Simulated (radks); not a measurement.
Q: The mean radii <r> (bohr) of the occupied orbitals of an atom or ion are listed with their occupations. Calculated with a radial shooting solver on a logarithmic mesh with Libxc functionals: scalar-relativistic Kohn-Sham, LDA (Slater exchange, Perdew-Wang correlation), spin-polarised, spherical densities, finite nucleus; Fermi nuclear charge, rms radius of each element as measured or else 0.836 A^(1/3) + 0.57 fm.

| orbital | occ. | <r> |
|---|---|---|
| 1s up | 1 | 0.03266 |
| 1s down | 1 | 0.03266 |
| 2s up | 1 | 0.1421 |
| 2s down | 1 | 0.1421 |
| 2p up | 3 | 0.1238 |
| 2p down | 3 | 0.1238 |
| 3s up | 1 | 0.3914 |
| 3s down | 1 | 0.3913 |
| 3p up | 3 | 0.3911 |
| 3p down | 3 | 0.3909 |
| 3d up | 5 | 0.3706 |
| 3d down | 5 | 0.3704 |
| 4s up | 1 | 0.9728 |
| 4s down | 1 | 0.9707 |
| 4p up | 3 | 1.064 |
| 4p down | 3 | 1.063 |
| 4d up | 5 | 1.363 |
| 4d down | 1 | 1.380 |

Name the element and its charge. Open shells, if any, are filled with parallel spins first.

A: Z = 45, rhodium, charge +3: Rh3+ in [Kr] 4d6. The 1s radius gives Z: for a bare nucleus <r> = (2 gamma + 1)/(2Z) with gamma = sqrt(1 - (Z/c)^2), 0.0321 bohr for Z = 45, and screening makes it slightly larger (0.03266 here). The occupations add up to 42, and the charge is Z minus that.
